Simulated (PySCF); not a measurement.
Choosing a basis for TDDFT

Compound: CH4B2F2.
SMILES: `BCB(F)F`

TDDFT with PBE0 (PySCF), vertical singlets, core orbitals frozen in the response, spherical d and f functions. Isolated species at its PBE0-D3(BJ)/def2-SVP geometry (one conformer only).

**Question.** Compare 6-31+G*, aug-cc-pVDZ, def2-TZVP and def2-TZVPD for this molecule.

**Answer.** 

| basis | functions | diffuse | S1 (eV) | S2 (eV) | S3 (eV) | S4 (eV) | S5 (eV) | LUMO (eV) | α (au) |
| --- | --- | --- | --- | --- | --- | --- | --- | --- | --- |
| 6-31+G* | 98 | yes | 5.70 | 6.16 | 7.65 | 8.40 | 8.48 | -1.85 | 37.5 |
| aug-cc-pVDZ | 151 | yes | 5.62 | 6.12 | 7.58 | 8.26 | 8.39 | -1.89 | 41.1 |
| def2-TZVP | 179 | no | 5.64 | 6.14 | 7.59 | 8.39 | 8.78 | -1.87 | 39.1 |
| def2-TZVPD | 227 | yes | 5.64 | 6.13 | 7.59 | 8.35 | 8.44 | -1.88 | 41.2 |

States are compared by their number. Against the largest diffuse basis here (def2-TZVPD, itself not a converged limit), sets without diffuse functions differ by up to 0.01 eV in S1 and 0.34 eV in S5; the smaller diffuse sets differ by up to 0.06 and 0.05 eV. State by state, the largest deviation of a set without diffuse functions is S1 0.01, S2 0.00, S3 0.00, S4 0.04, S5 0.34 eV. The same number needn't mean the same state in each row. Against def2-TZVPD the polarisability deviates by -9% in 6-31+G*, 0% in aug-cc-pVDZ, -5% in def2-TZVP. A single + in a Pople set puts diffuse functions on heavy atoms only.
